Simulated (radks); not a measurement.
Results of a calculation; reference values are marked as such.
The sulfur anion S- inside a hard spherical wall (all orbitals vanish at R), configuration held at [Ne] 3s2 3p5 and not refilled when levels cross. Level of theory: scalar-relativistic Kohn-Sham, PBE, spin-polarised, spherical densities, point nucleus; open shells are filled with parallel spins first (a radial shooting solver on a logarithmic mesh with Libxc functionals). Eigenvalues in eV for spin up, with the zero of energy where the potential of the charges vanishes at infinity; a dash marks a level that is unbound or too diffuse for the functional's potential to be trusted. A positive occupied level is held by the wall or, in an anion where self-interaction has pushed it up, behind a barrier. The pressure on the wall is -dE/dV.

R (bohr)  E (hartree)  kinetic (hartree)    e(2s)    e(2p)   e(3s)   e(3p)  e(4s, empty)  e(4p, empty)  pressure (GPa)
20         -399.15917            400.659  -202.96  -147.77  -9.392   0.404         2.346         2.579        < 0.0001
12         -399.15870            400.662  -202.87  -147.68  -9.303   0.485         3.685         4.571         0.00452
8          -399.15180            400.697  -202.32  -147.13  -8.834   0.918         6.264         8.486           0.217
7          -399.14204            400.744  -201.82  -146.63  -8.436   1.301         7.945        10.876           0.724
6          -399.11559            400.866  -200.80  -145.61  -7.678   2.064        10.941        14.894            2.80
4          -398.74080            402.400  -193.14  -137.88  -2.456   7.859        30.977        38.469            79.8
3          -397.43527            406.852  -178.78  -123.34   8.112  20.057        70.371        80.276             690
2.5        -395.29371            413.157  -163.83  -108.11  21.644  35.352        118.00        128.40            2460
2          -389.61433            427.974  -137.98  -81.574  52.937  69.248        218.66        226.22           10800
1.5        -371.69946            469.162  -89.833  -31.193  143.79  160.96        470.41        459.88           66600
